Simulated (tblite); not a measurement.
C₄H₁₃NOSi₂.
Numbering: `[CH3:1][N:2]([CH3:3])[Si@H:4]1[CH2:5][CH2:6][SiH2:7][O:8]1` (hydrogens: H9, H10, H11 on C1; H12, H13, H14 on C3; H15 on Si4; H16, H17 on C5; H18, H19 on C6; H20, H21 on Si7)

Geometry (GFN2-xTB, Å), atoms numbered from 1 in this order:
```xyz
21
C4H13NOSi2 angstrom
C      1.9264    1.3638   -0.7549
N      1.3739    0.2054   -0.0932
C      2.3734   -0.5577    0.6100
Si    -0.0232   -0.5713   -0.7171
C     -1.1122   -1.2957    0.6673
C     -2.1943   -0.2552    1.0045
Si    -2.4593    0.8331   -0.5384
O     -1.0271    0.5924   -1.2876
H      2.3954    2.0201   -0.0170
H      1.1255    1.8995   -1.2549
H      2.6831    1.0845   -1.4976
H      2.8590    0.0699    1.3623
H      1.9056   -1.4048    1.1031
H      3.1462   -0.9381   -0.0695
H      0.1568   -1.4787   -1.8589
H     -0.5702   -1.5897    1.5659
H     -1.5906   -2.1999    0.2893
H     -1.8361    0.3758    1.8200
H     -3.0999   -0.7405    1.3689
H     -2.5426    2.2632   -0.2640
H     -3.4992    0.3410   -1.4388
```

Method: GFN2-xTB as coded in tblite; computed harmonic values from a numerical Hessian at the method's own geometry, unscaled. Against measured fundamentals such values can be off by several per cent, at times by over 20. Modes of hydrogen on silicon can be 10 to 20 % off. One conformer, not necessarily the lowest.

Harmonic wavenumbers (cm⁻¹): 50.0, 52.2, 94.7, 148.1, 162.0, 209.7, 216.2, 271.4, 286.4, 371.6, 378.9, 415.6, 484.1, 582.0, 620.0, 636.5, 654.1, 679.3, 692.6, 760.4, 771.7, 788.6, 802.7, 829.7, 939.6, 1039.7, 1044.5, 1055.0, 1068.6, 1090.1, 1129.7, 1145.4, 1207.0, 1264.4, 1281.3, 1308.6, 1411.2, 1422.5, 1478.5, 1481.4, 1487.4, 1497.7, 1498.9, 1508.8, 2204.3, 2269.6, 2294.7, 2890.6, 2898.4, 2950.9, 2955.0, 2960.4, 2977.3, 2983.6, 2996.3, 3042.8, 3053.5.

A = 2576, B = 1013, C = 847.2 MHz; mass 147.054 u (most abundant isotopes); point group C1, symmetry number 1.

**Question.** Zero-point energy?

**Answer.** Half the sum of the wavenumbers: 36398 cm⁻¹ = 435.42 kJ/mol.

**Question.** What is S at 400 K and 1 bar for an ideal gas of classical rigid rotors and harmonic oscillators?

**Answer.** Translation 177.21, rotation 126.53, vibration 189.83: S = 493.6 J/(mol K).

**Question.** And Cp and H(400 K) − H(0)?

**Answer.** Cp = 227.57 J/(mol K), of which vibrations give 194.32 (their classical limit is 57 R = 473.9); H(400 K) − H(0) = 52.91 kJ/mol without the zero-point energy, 39.61 from vibrations.

**Question.** What must be added to the electronic energy to get the Gibbs energy at 400 K and 1 bar?

**Answer.** ZPE + [H(400 K) − H(0)] − T·S = 435.42 + 52.91 − 197.43 = 290.90 kJ/mol.

**Question.** Blend soft modes into free rotors: weight 1/[1 + (100 cm⁻¹/ν̃)⁴] for the oscillator and the rest for a rotor with moment μB/(μ + B), μ = h/(8π²ν), B = 10⁻⁴⁴ kg m². What vibrational entropy results?

**Answer.** 174.96 J/(mol K) in place of 189.83, which changes −T·S at 400 K by +5.95 kJ/mol.

**Question.** Which modes carry the vibrational entropy at 400 K?

**Answer.** 50.0 cm⁻¹: 22.59; 52.2 cm⁻¹: 22.23; 94.7 cm⁻¹: 17.31; 148.1 cm⁻¹: 13.65; 162.0 cm⁻¹: 12.92; 209.7 cm⁻¹: 10.85 J/(mol K); the other 51 give 90.27 together.

**Question.** How do the functions run with temperature in this model?

**Answer.** 
```csv
T (K),S (J/(mol K)),Cp (J/(mol K)),H − H(0) (kJ/mol),G − H(0) (kJ/mol),ln q(vib)
100,298.1,84.4,5.73,-24.08,1.98
200,371.5,133.0,16.60,-57.70,4.94
300,434.8,182.2,32.37,-98.06,7.93
500,548.6,266.1,77.65,-196.65,13.88
800,693.0,347.5,170.75,-383.62,22.37
1000,774.5,383.2,244.01,-530.54,27.61
```

q(vib) and H(0) count from the zero-point level.

Hindered rotation and anharmonicity are outside this model. Other conformers, if any are populated, would add a mixing term that is left out. The structure is chiral; the term R ln 2 for an equal mix with its mirror image is left out.

On Arm Neoverse N1, one thread, shared host, this took 1.7 s of wall time. The figure is for the frequency step alone.
